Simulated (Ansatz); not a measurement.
Isolated molecules relaxed with PBE0-D4/def2-TZVP in Ansatz; ΔE leaves out vibrations. CCSD(T)/CBS adds triple-zeta CCSD(T) − MP2 to the extrapolated MP2 energy (def2 sets, frozen cores). Functionals use def2-TZVPP. B3LYP here is the variant with VWN-RPA as its local correlation; programs differ in this. def2 core potentials past Kr. For Ge, Te outer-core shells are correlated without core-valence functions, which leaves a few kJ/mol of doubt a bond. Scalar relativity is left out up to krypton. Each species was taken in one conformer, which may not be the lowest.

Consider the formal exchange of groups at a Te–Si bond: `C[Te][SiH2][SiH3]` + GeH₄ → `C[Te][GeH3]` + `[SiH3][SiH3]`.

Task: Is it downhill or uphill in electronic energy at CCSD(T)/CBS, and by how much? (Estimate.)

Result: Computed: Nearly level: ΔE = +0.02 eV.

Task: What do these levels give: r2SCAN-D4, B3LYP-D4, SCS-MP2/def2-TZVPP, CCSD(T)/def2-TZVPP, HF/CBS(def2), MP2/CBS(def2)? (Estimate.)

Result: Ansatz gave: r2SCAN-D4 0.01, B3LYP-D4 -0.01, SCS-MP2/def2-TZVPP -0.02, CCSD(T)/def2-TZVPP 0.00, HF/CBS(def2) -0.11, MP2/CBS(def2) 0.04 eV.

Largest T1 diagnostic among the species: 0.013.

The D4 term adds +0.07 eV with B3LYP and +0.04 eV with PBE0; it sums over pairs of atoms, weighted by their polarisabilities, and B3LYP, whose exchange is more repulsive, gets the larger term. In def2-TZVPP, CCSD(T) changes the Hartree–Fock value by +0.11 eV (the triples alone add +0.02 eV) and MP2 by +0.12 eV.
